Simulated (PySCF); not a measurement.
A structure optimised at PBE-D3(BJ)/def2-TZVP, used in a PySCF frequency run:

```xyz
5

C      0.0000     0.0000    -1.1907
Si     0.0000     0.0000     0.4886
H      0.0000     0.0000    -2.2705
H      0.0000    -1.2564     1.2873
H      0.0000     1.2564     1.2873
```
Charge 0, spin multiplicity 2.

Task: Write its SMILES, formula and point group.

Result: [CH]=[SiH2], CH3Si, C2v

Task: What are its rotational constants (standard atomic weights)?

Result: 158.80, 15.662, 14.256 GHz
